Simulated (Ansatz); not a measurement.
```yaml
crystal:
  periodic: [false, false, false]
  atoms:
    - {symbol: S, position_ang: [0.981818, 3.214448, 0.263862]}
    - {symbol: Al, position_ang: [0.360421, 1.132193, 0.179466]}
    - {symbol: C, position_ang: [0.762616, -0.613155, 0.988084]}
    - {symbol: N, position_ang: [0.105575, -1.467363, -0.027285]}
    - {symbol: C, position_ang: [-1.050669, -0.822689, -0.618151]}
    - {symbol: O, position_ang: [-0.853530, 0.560513, -0.887347]}
    - {symbol: H, position_ang: [0.092624, 3.558136, -0.686178]}
    - {symbol: H, position_ang: [0.295604, -0.772519, 1.966177]}
    - {symbol: H, position_ang: [1.808795, -0.899520, 1.094856]}
    - {symbol: H, position_ang: [0.770647, -1.680929, -0.760432]}
    - {symbol: H, position_ang: [-1.297048, -1.340158, -1.548885]}
    - {symbol: H, position_ang: [-1.899753, -0.924158, 0.069730]}
basis:
  gaussian: {orbitals: STO-3G, final_grid: {core_spheres: 1, valence_spheres: 1, degree: 5}}
magnetization: {spin_polarized: true, initial_magnetization: 0}
hamiltonian: {xc: {name: wB97M-V}}
correlation: {electrons: outside_noble_gas}
accuracy: high
```

```sh
$ ansatz run in.yaml --threads 4 --pin off --events-out ev --progress --plain --max-ram 10444MiB
```

How does Ansatz answer? (Estimate.)

The calculation gave: The program refused the input.
```
Error: invalid value for `correlation`: name a method or an active space
```
